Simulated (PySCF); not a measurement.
NMR data simulated for an unnamed compound:

1H NMR (300 MHz, computed): δ 5.04 (m, 1H), 3.61 (m, 1H), 2.30 (m, 2H), 1.95 (m, 2H), 1.54 (m, 2H), 0.67 (m, 2H).

13C{1H} NMR (computed): δ 21.4 (CH2), 16.0 (CH2).

Computed data (PySCF 2.14.0 with density-fitted response routines): coordinates at the GFN2-xTB level, σ from GIAO-PBE0/pcSseg-1. Gas phase, non-relativistic, a single conformation, rapidly exchanging positions averaged.

Chemical shifts δ = σref − σ; 1H (σ = 31.72 ppm) and 13C (σ = 186.93 ppm) vs TMS, all at this level.

Which of these does the molecule contain: a Si–H bond, an NH or NH2 group, a ketone, a vinyl group CH=CH2?

Results:


- A Si–H bond: yes (δH 5.04 (m)).
- An NH or NH2 group: no.
- A ketone: no.
- A vinyl group CH=CH2: no.

The data belong to `F[SiH]1CCPCC1`, C₄H₁₀FPSi; they needn't prove each group on their own.

Carbon signals by region: 2 below 50 ppm.

Splittings by 19F and 31P in the carbon and heteronuclear signals aren't shown, as no couplings were computed. Shifts are as computed. Against solution values, carbons near 30 ppm lie about +3 ppm off and those near 130 ppm about +5 ppm. Of 1211 compounds with measured shifts, 218 miss one by over three times the rms of a fit or turn the order of signals round; such compounds aren't used in these exercises. No couplings were computed; multiplicities are counted from neighbouring protons, with m where these are inequivalent, close in shift, in a saturated or five-membered ring or joined by F or P, and br s for small geminal =CH2 splittings.
